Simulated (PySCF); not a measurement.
PBE0 on Ga⁻ (gallium, charge -1), [Ar] 3d10 4s2 4p2, high-spin 3P determinant. All numbers are calculated (PySCF 2.14, scalar relativity through the core potential, in aug-cc-pVQZ-PP with ECP10MDF (7s6p5d3f2g, 89 functions)).

```
cycle= 1 E= -259.427822927355  delta_E= -0.00617  |g|= 0.114  |ddm|= 1.46
cycle= 2 E= -259.427284321786  delta_E= 0.000539  |g|= 0.127  |ddm|= 0.946
cycle= 3 E= -259.430119382309  delta_E= -0.00284  |g|= 0.0069  |ddm|= 0.498
cycle= 4 E= -259.430158118369  delta_E= -3.87e-05  |g|= 0.000747  |ddm|= 0.0359
cycle= 5 E= -259.430159800525  delta_E= -1.68e-06  |g|= 0.0001  |ddm|= 0.0132
cycle= 6 E= -259.430159812101  delta_E= -1.16e-08  |g|= 9.03e-06  |ddm|= 0.00101
cycle= 7 E= -259.430159812357  delta_E= -2.55e-10  |g|= 1.23e-06  |ddm|= 0.000195
converged SCF energy = -259.430159812357  <S^2> = 2.0029681  2S+1 = 3.0019781
```

Highest occupied orbital energy: 0.812 eV; ⟨L²⟩ = 2.01; populations by l: s 4.00, p 8.00, d 10.00, f 0.00.

(1) Can this result be used?

## Answers

(1) With care. Self-consistency was reached. Energies and moments cover only the electrons outside the core potential. At PBE0 the highest occupied level has a positive energy, so only the finite basis holds that electron; in a semilocal or global hybrid functional this comes from self-interaction and does not mean that the real anion is unbound.
